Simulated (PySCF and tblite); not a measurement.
The numbers below are computed, except where a source is named.
System: C7H13N, numbered as in [CH2:1]=[C:2]1[CH2:3][CH2:4][N:5]([CH3:6])[CH2:7][CH2:8]1.

The path came from a restrained scan, a climbing-image band and a saddle search at GFN2-xTB; energies are PBE0/pcSseg-1 + D3(BJ)//GFN2-xTB, thermal terms GFN2-xTB. Rate constants are transition-state-theory values, counting equivalent paths, without tunnelling. Programs: tblite and PySCF.

Problem. How high is the barrier to the pyramidal inversion at N5, through which structure does it pass, and what rate follows at 298 K?

Solution. The electronic barrier is 4.8 kcal/mol and ΔG‡(298 K) 3.5 kcal/mol, over a C1 saddle with an imaginary mode of 226i cm⁻¹ (GFN2-xTB). With 2 equivalent paths, k is 3.3×10¹⁰ s⁻¹, a mean lifetime of the start of 30 ps against this motion. The end lies 2.8 kcal/mol below the start in free energy.
